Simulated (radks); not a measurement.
Values are calculated unless marked as measured or tabulated.
Problem. All-electron atom: Yb+ in [Kr] 4d10 4f14 5s1.75 5p6 6s1 5f0.25 (fractional occupations, a model configuration). Code: a radial shooting solver on a logarithmic mesh with Libxc functionals. Model: Dirac Kohn-Sham, LDA (Slater exchange, Perdew-Wang correlation), spin-unpolarised, spherical densities, finite nucleus; open shells fill j = l - 1/2 first; Fermi nuclear charge, rms radius 5.3108 fm. Some entries of the table are withheld. Estimate them.

orbital  occ.  eigenvalue (eV)  <r> (bohr)  r(max) (bohr)
1s1/2       2        -61106.24     0.01968        0.01238
2s1/2       2        -10356.44     0.08281        0.07082
2p1/2       2        -9883.752     0.06874        0.05297
2p3/2       4        -8837.914     0.07624        0.05940
3s1/2       2        -2340.992      0.2165         0.1999
3p1/2       2        -2131.540      0.2062         0.1875
3p3/2       4        -1909.626      0.2202         0.2009
3d3/2       4        -1551.217      0.1936            (1)
3d5/2       6        -1502.683      0.1979            (2)
4s1/2       2        -467.5891      0.4882         0.4557
4p1/2       2              (3)      0.4958            (4)
4p3/2       4              (5)      0.5285            (6)
4d3/2       4        -192.5252      0.5538            (7)
4d5/2       6        -183.3476      0.5654            (8)
5s1/2    1.75         -64.6088       1.205          1.070
5p1/2       2         -41.5077       1.359          1.166
5p3/2       4         -35.2567       1.474          1.258
4f5/2       6         -13.5561         (9)         0.4797
4f7/2       8         -12.2296        (10)         0.4854
6s1/2       1         -10.8062       3.386          2.961
5d3/2       0          -8.6873       2.523          1.853
5d5/2       0          -8.3395       2.607          1.917
6p1/2       0          -7.0096       4.218          3.653
6p3/2       0          -6.4491       4.511          3.923
5f5/2    0.25          -1.7726       10.96          10.07
5f7/2       0          -1.7717       10.98          10.08

Solution. 
(1) 3d3/2 r(max) (bohr): 0.1580
(2) 3d5/2 r(max) (bohr): 0.1617
(3) 4p1/2 eigenvalue (eV): -382.7997
(4) 4p1/2 r(max) (bohr): 0.4568
(5) 4p3/2 eigenvalue (eV): -332.3748
(6) 4p3/2 r(max) (bohr): 0.4855
(7) 4d3/2 r(max) (bohr): 0.4859
(8) 4d5/2 r(max) (bohr): 0.4952
(9) 4f5/2 <r> (bohr): 0.7670
(10) 4f7/2 <r> (bohr): 0.7876
